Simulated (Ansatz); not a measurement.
Consider the redistribution: `[SiH3][SiH]1CC1` + `BCC(=N)N` → `N=C(N)[SiH3]` + `BC[SiH]1CC1`.

Computed with Ansatz on PBE0-D4/def2-TZVP structures; ΔE is electronic, products minus reactants. CCSD(T)/CBS is the MP2 limit (def2-TZVPP, def2-QZVPP) plus CCSD(T) − MP2 in def2-TZVPP, frozen cores. Functionals use def2-TZVPP. Each species was taken in one conformer, which may not be the lowest.

```
          species  r2SCAN-D4 energy (Eh)
`[SiH3][SiH]1CC1`             -659.91327
       `BCC(=N)N`             -214.70912
   `N=C(N)[SiH3]`             -440.65341
    `BC[SiH]1CC1`             -433.97529
```

Task: Work out ΔE.

Result: ΔE = (-440.65341) + (-433.97529) − (-659.91327) − (-214.70912) = -0.00631 Eh = -0.17 eV. CCSD(T)/CBS gives -0.15 eV.

Largest T1 diagnostic among the species: 0.014.

In def2-TZVPP, CCSD(T) changes the Hartree–Fock value by −0.19 eV (the triples alone add −0.04 eV) and MP2 by −0.27 eV. From PBE to PBE0 (25 % exact exchange), in def2-TZVPP and without D4, ΔE moves by +0.05 eV.
